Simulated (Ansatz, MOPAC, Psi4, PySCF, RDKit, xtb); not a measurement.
Pair of molecules: ethylamine (SMILES CCN) (first 10 atoms) with HF (SMILES F); geometry from B3LYP-D3(BJ)/def2-TZVP, rigid monomers moved along the line of their centres of mass till N3···H12 is 2.23 Å.
(charge 0, multiplicity 1):
```xyz
12

C      1.249     0.491     0.016
C     -0.258     0.310    -0.059
N     -0.691    -0.779     0.839
H      1.566     1.318    -0.619
H      1.559     0.697     1.041
H      1.768    -0.409    -0.325
H     -0.568     0.129    -1.094
H     -0.759     1.220     0.277
H     -1.694    -0.916     0.789
H     -0.254    -1.656     0.572
F     -0.001    -0.045     3.866
H     -0.286    -0.374     2.994
```

```csv
level,interaction energy (kcal/mol),cost
UFF,3.43,-
GFN-FF,-8.79,-
AM1,-3.01,-
PM3,-2.86,-
PM6,-4.90,-
PM7,-5.90,-
GFN1-xTB,-7.43,-
GFN2-xTB,-8.00,-
HF/STO-3G (no counterpoise),-5.58,-
HF/3-21G (no counterpoise),-13.69,-
HF/6-31G*,-9.97,-
HF/6-31G* (no counterpoise),-10.86,-
HF/aug-cc-pVDZ,-9.25,-
PBE/def2-TZVPPD,-10.68,×1
PBE-D3(BJ)/def2-TZVPPD,-11.31,×1
PBE-D4/def2-TZVPPD,-11.16,×1
BP86/6-31G* (no counterpoise),-11.73,-
r2SCAN/def2-TZVPPD,-10.67,×2
r2SCAN-D3(BJ)/def2-TZVPPD,-10.92,×2
r2SCAN-D4/def2-TZVPPD,-10.87,×2
B3LYP/3-21G (no counterpoise),-15.07,-
B3LYP/6-31G*,-10.63,-
B3LYP/6-31G* (no counterpoise),-12.10,-
B3LYP/6-311+G** (no counterpoise),-11.17,-
B3LYP/def2-TZVPPD,-10.04,×1
B3LYP-D3(BJ)/def2-TZVPPD,-10.97,×1
B3LYP-D4/def2-TZVPPD,-10.73,×1
PBE0/def2-TZVPPD,-10.45,×1
PBE0-D3(BJ)/def2-TZVPPD,-11.03,×1
PBE0-D4/def2-TZVPPD,-10.90,×1
M06-2X/6-31G* (no counterpoise),-12.17,-
wB97X-V/def2-TZVPPD,-10.61,×3
wB97M-V/def2-TZVPPD,-10.50,×3
MP2/6-31G*,-10.49,-
MP2/6-31G* (no counterpoise),-12.33,-
MP2/aug-cc-pVDZ,-10.02,-
SCS-MP2/aug-cc-pVDZ,-9.60,-
CCSD/aug-cc-pVDZ,-9.71,-
CCSD(T)/aug-cc-pVDZ,-9.90,×10
SAPT0/jun-cc-pV(D+d)Z,-10.65,-
```

The rows run from -15.07 (B3LYP/3-21G (no counterpoise)) to 3.43 kcal/mol (UFF). In aug-cc-pVDZ the value moves HF -9.25, MP2 -10.02, CCSD -9.71, CCSD(T) -9.90, a shift of -0.65 from HF to CCSD(T). The dispersion term adds -0.63 in PBE-D3(BJ), -0.48 in PBE-D4, -0.25 in r2SCAN-D3(BJ). The 6 functionals in def2-TZVPPD without D3 or D4 span 0.64, from PBE to B3LYP.

Counterpoise-corrected where a basis set is named; no monomer relaxation. Rows marked so take none. RDKit's UFF carries no charges.

Cores are frozen in the correlated methods. Rows in 3-21G, 6-311+G**, 6-31G*, STO-3G carry no dispersion term and start afresh at each structure (6-31G* with six Cartesian d functions). MP2/6-31G* freezes PySCF's default core. The state that AM1, PM3, PM6, PM7 reach isn't checked; PM7 holds dispersion and hydrogen-bond terms.

Run with Ansatz (Gaussian basis) for Hartree–Fock, density functionals and correlated methods; MOPAC for AM1, PM3, PM6, PM7 (differences of heats of formation); Psi4 for SAPT; PySCF for 3-21G rows, 6-311+G** rows, 6-31G* rows, STO-3G rows, the dispersion terms; RDKit for the force fields; xtb for the GFN methods. Values without a source in brackets are computed.

Costs are rough ratios of core time to PBE/def2-TZVPPD (about 9 s over the structures, on one shared machine); a dash marks a level with no comparable run of its own.

Ansatz is a program for electronic structure.
